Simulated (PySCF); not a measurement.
Scan of Cl₂Zn, singlet: symmetric bend, bond length relaxed. Scanned: Cl-Zn-Cl angle. Other coordinates (Zn-Cl bond length) were minimised at PBE0/def2-TZVP.

Computed with: PBE/def2-TZVP, density fitting (PySCF); CAM-B3LYP/def2-TZVP, density fitting (PySCF); wB97X-V/def2-TZVP, density fitting (PySCF).

Energies relative to the lowest point of each profile, in kcal/mol; the last columns give the difference from wB97X-V:

```csv
a / °,PBE,CAM-B3LYP,wB97X-V,PBE − wB97X-V,CAM-B3LYP − wB97X-V
180,0.0,0.0,0.0,0.0,0.0
170,0.5,0.6,0.5,0.0,0.0
160,2.1,2.2,2.2,-0.1,0.0
150,4.7,4.9,4.8,-0.2,0.0
140,8.2,8.6,8.5,-0.3,0.1
130,12.6,13.3,13.2,-0.6,0.1
120,18.0,19.1,18.9,-0.9,0.1
110,24.4,26.1,25.9,-1.4,0.2
100,32.3,34.7,34.5,-2.2,0.2
90,42.7,46.1,45.9,-3.3,0.2
```

PBE is furthest from wB97X-V at 90 (-3.3 kcal/mol, below); its mean absolute difference over the points is 0.9 kcal/mol.

CAM-B3LYP is furthest from wB97X-V at 100 (0.2 kcal/mol, above); its mean absolute difference over the points is 0.1 kcal/mol.

The scan ran from 180.0 to 80.0; beyond the range shown the relaxed coordinates jump or full CI changes its symmetry label.
